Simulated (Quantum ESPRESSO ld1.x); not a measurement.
Results of a calculation; reference values are marked as such.
One sound ld1.x (Quantum ESPRESSO 7.5) input for the chlorine ion Cl3+ gives E = -457.109 hartree in 20 iterations:

```
 &input
    zed=17.0,
    iswitch=1,
    rel=0,
    dft='PBE',
    config='[Ne] 3s2 3p2',
    prefix='ld1',
    max_out_wfc=37,
    file_charge='ld1.rho',
 /
```

Changed or added lines, one case at a time, and what came of them:

- lsd=1 dft='PW91': silently wrong. The run ends normally, but in this build (ld1.x 7.5) Etot and Exc of a spin-polarised run lack the gradient corrections of exchange and correlation and come out near their LSDA values (nitrogen, PBE: -54.132 hartree against -54.536 from two other codes). The eigenvalues and orbitals are those of the GGA; the energies must not be used.
- confg=1: refused. The program stops in ld1_readin with "reading input namelist": the namelist holds a keyword that &input does not know.
- dx=0.15: inaccurate. The radial step is too large to integrate the orbitals; the run ends without a warning, but the energy is off by -0.1316 hartree against the default mesh.
- zed=104.0: refused. The program stops in ld1_readin with "wrong nuclear charge zed: 104.00": zed must lie above 0 and at most 103.
- config='[Ne] 3s2 3p2 1s1': refused. The program stops in el_config with "wavefunction 1S found too many times": the bracketed core already holds 1s.
- rmax=1000.0: harmless. The energy moves by less than 1e-5 hartree against the default mesh (-457.109 hartree).
- rmax=4.0: inaccurate. The mesh cuts the orbital tails; the run ends without a warning, but the energy is off by -0.001178 hartree against the default mesh.
